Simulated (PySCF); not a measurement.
C2H3BrF2, SMILES CC(F)(F)Br.

Coordinates come from a PBE0-D3(BJ)/def2-SVP optimisation.

Calculation: PySCF 2.14.0 with TDA-PBE/def2-SVPD.

Vertical excitations. Gas-phase values at a fixed geometry. State labels are in the subgroup Cs.

```json
[
 {"state": "S1", "symmetry": "A'", "energy (eV)": "5.94", "λ (nm)": "209", "f": "0.003", "main pairs": "HOMO→LUMO 99 %"},
 {"state": "S2", "symmetry": "A\"", "energy (eV)": "5.96", "λ (nm)": "208", "f": "0.000", "main pairs": "HOMO−1→LUMO 99 %"},
 {"state": "S3", "symmetry": "A'", "energy (eV)": "7.26", "λ (nm)": "171", "f": "0.050", "main pairs": "HOMO→LUMO+1 100 %"},
 {"state": "S4", "symmetry": "A\"", "energy (eV)": "7.26", "λ (nm)": "171", "f": "0.037", "main pairs": "HOMO−1→LUMO+1 100 %"},
 {"state": "S5", "symmetry": "A'", "energy (eV)": "7.72", "λ (nm)": "161", "f": "0.159", "main pairs": "HOMO−2→LUMO 76 %"},
 {"state": "S6", "symmetry": "A\"", "energy (eV)": "8.21", "λ (nm)": "151", "f": "0.000", "main pairs": "HOMO−3→LUMO 97 %"},
 {"state": "S7", "symmetry": "A'", "energy (eV)": "8.22", "λ (nm)": "151", "f": "0.050", "main pairs": "HOMO→LUMO+2 95 %"},
 {"state": "S8", "symmetry": "A\"", "energy (eV)": "8.22", "λ (nm)": "151", "f": "0.050", "main pairs": "HOMO−1→LUMO+2 96 %"},
 {"state": "S9", "symmetry": "A\"", "energy (eV)": "8.33", "λ (nm)": "149", "f": "0.002", "main pairs": "HOMO→LUMO+3 98 %"},
 {"state": "S10", "symmetry": "A'", "energy (eV)": "8.38", "λ (nm)": "148", "f": "0.014", "main pairs": "HOMO−1→LUMO+3 76 %, HOMO→LUMO+4 19 %"},
 {"state": "T1", "symmetry": "A'", "energy (eV)": "5.24", "λ (nm)": "237", "f": "0", "main pairs": "HOMO→LUMO 100 %"},
 {"state": "T2", "symmetry": "A\"", "energy (eV)": "5.25", "λ (nm)": "236", "f": "0", "main pairs": "HOMO−1→LUMO 100 %"},
 {"state": "T3", "symmetry": "A'", "energy (eV)": "6.46", "λ (nm)": "192", "f": "0", "main pairs": "HOMO−2→LUMO 98 %"},
 {"state": "T4", "symmetry": "A'", "energy (eV)": "7.15", "λ (nm)": "174", "f": "0", "main pairs": "HOMO→LUMO+1 99 %"}
]
```
Triplets are in the Tamm–Dancoff approximation.
